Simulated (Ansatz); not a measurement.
Gas-phase electronic energies from Ansatz, PBE0-D4/def2-TZVP geometries. CCSD(T)/CBS adds triple-zeta CCSD(T) − MP2 to the extrapolated MP2 energy (def2 sets, frozen cores). For Ga outer-core shells are correlated without core-valence functions, which leaves a few kJ/mol of doubt a bond. Scalar relativity is left out up to krypton.

Consider the formal exchange of groups at a C–Ga bond: `[CH3][Ga]([Cl])[C]#N` + `CC(C)C` → `CC(C)(C)C#N` + `[CH3][GaH][Cl]`.

```
               species  CCSD(T)/CBS(def2) energy (Eh)
`[CH3][Ga]([Cl])[C]#N`                    -2516.38895
              `CC(C)C`                     -158.24397
         `CC(C)(C)C#N`                     -250.38233
      `[CH3][GaH][Cl]`                    -2424.23293
```

Problem. Work out ΔE.

Solution. ΔE = (-250.38233) + (-2424.23293) − (-2516.38895) − (-158.24397) = 0.01766 Eh = +11.1 kcal/mol.

Largest T1 diagnostic among the species: 0.012.

The D4 term adds −1.0 kcal/mol with B3LYP and −0.5 kcal/mol with PBE0; it sums over pairs of atoms, weighted by their polarisabilities, and B3LYP, whose exchange is more repulsive, gets the larger term. Leaving LDA and LC-ωPBE aside and taking each functional with its dispersion term where it has one, the values, not all of them listed here, spread over 2.8 kcal/mol, from B97M-V to B2PLYP. LDA lies −3.7 kcal/mol from PBE without D4.

B3LYP here is the variant with VWN-RPA as its local correlation; programs differ in this.
